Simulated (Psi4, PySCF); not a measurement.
Conformational energy of SMILES CC[SiH2]SC. Scanned: dihedral C1–C2–Si3–S4; all other coordinates were relaxed at GFN2-xTB. Points at φ and −φ are mirror images. Heavy atoms are numbered in the order of the SMILES CC[SiH2]SC, hydrogens after them in the order of the atoms that carry them; the mirror image has the same energies with the sign of each dihedral reversed.

Levels: RKS-B3LYP/6-31G* = restricted B3LYP/6-31G*, spherical d, density fitting // GFN2-xTB in PySCF; PBE-D3(BJ)/def2-TZVP // GFN2-xTB (Psi4).

Energies relative to the lowest point of each profile, in kJ/mol:

```json
[
 {"φ / °": "-140", "RKS-B3LYP/6-31G*": "3.5"},
 {"φ / °": "-120", "RKS-B3LYP/6-31G*": "4.6"},
 {"φ / °": "-100", "RKS-B3LYP/6-31G*": "3.4"},
 {"φ / °": "-80", "RKS-B3LYP/6-31G*": "0.9"},
 {"φ / °": "-60", "RKS-B3LYP/6-31G*": "0.0"},
 {"φ / °": "-40", "RKS-B3LYP/6-31G*": "2.0"},
 {"φ / °": "-20", "RKS-B3LYP/6-31G*": "5.5"},
 {"φ / °": "0", "RKS-B3LYP/6-31G*": "7.2"},
 {"φ / °": "20", "RKS-B3LYP/6-31G*": "5.5"},
 {"φ / °": "40", "RKS-B3LYP/6-31G*": "2.0"},
 {"φ / °": "100", "RKS-B3LYP/6-31G*": "3.4"},
 {"φ / °": "180", "RKS-B3LYP/6-31G*": "0.1"}
]
```

Estimate the PBE-D3(BJ)/def2-TZVP values at these points.

-140: 4.9; -120: 5.9; -100: 4.3; -80: 1.3; -60: 0.0; -40: 1.7; -20: 5.0; 0: 6.7; 20: 5.0; 40: 1.7; 100: 4.3; 180: 1.3 (kJ/mol).
